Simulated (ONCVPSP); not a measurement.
osmium: one change to an ONCV potential, before and after

```
Element                 : Os (Z = 76)
Generator               : ONCVPSP 4.0.1
Type                    : optimised norm-conserving Vanderbilt (ONCV)
Functional              : PBE
Relativity              : scalar-relativistic
Frozen core             : [Kr] 4d10 4f14
Valence charge          : 16
Reference configuration : 5s2 5p6 5d6 6s2
Partial waves           : 5s+6s: rc 1.40 bohr, ncon 3, nbas 7, qcut 8.4 1/bohr, 2 projectors; 5p: rc 1.85 bohr, ncon 3, nbas 8, qcut 7.6 1/bohr, 2 projectors, debl 2.2 Ha; 5d: rc 2.00 bohr, ncon 4, nbas 8, qcut 6.4 1/bohr, 2 projectors, debl 2.8 Ha
Local potential         : polynomial inside 1.25 bohr (lpopt 5, dvloc0 3 Ha)
Core correction         : Teter function, fcfact 5, rcfact 1.55
```

Change: core correction Teter function, fcfact 2.1, rcfact 1.55.

Cutoffs: the cutoffs (Ha) at which the residual kinetic energy of the hardest occupied pseudo-wave falls to 1 and 0.1 mHa per electron; they do not see the model core or the augmentation charge, which bear on the density cutoff. Errors are all-electron minus pseudo energies relative to the spin-unpolarised reference configuration.

Question: How do hardness, ghosts and transferability respond?

Answer: The potential gets neither clearly harder nor softer (27 Ha and 31 Ha → 27 Ha and 31 Ha); of the 4 tests that both files solve, the error grows in 0 and shrinks in 4 by more than 15 % and 0.3 meV (median size 13.4 → 9.0 meV); neither file shows a bound ghost. A model core, the more so a compact one, raises the density cutoff, which this test does not measure.

```tsv
quantity	base	changed
cutoff, loose	27 Ha	27 Ha
cutoff, tight	31 Ha	31 Ha
bound ghosts	none	none
GHOST(+) flags under 300 eV	none	none
error for 5s2 5p6 5d6 6s1, meV [ΔE 9.58 eV]	-4.8	-3.7
error for 5s2 5p6 5d6 6s0, meV [ΔE 26.49 eV]	-17	-11
error for 5s2 5p6 5d5 6s0, meV [ΔE 55.34 eV]	-24	-14
error for 5s2 5p6 5d7 6s1, meV [ΔE 0.32 eV]	-10.0	-7.2
s: phases at 1.42 bohr within 0.05 rad from the reference energy up to (Ha; the scan ends near 5)	to the end of the scan	to the end of the scan
p: phases at 1.88 bohr within 0.05 rad from the reference energy up to (Ha; the scan ends near 5)	to the end of the scan	to the end of the scan
d: phases at 2.03 bohr within 0.05 rad from the reference energy up to (Ha; the scan ends near 5)	to the end of the scan	to the end of the scan
rms error of d²Exc/dni dnj with the model core, mHa	2.46	0.83
```
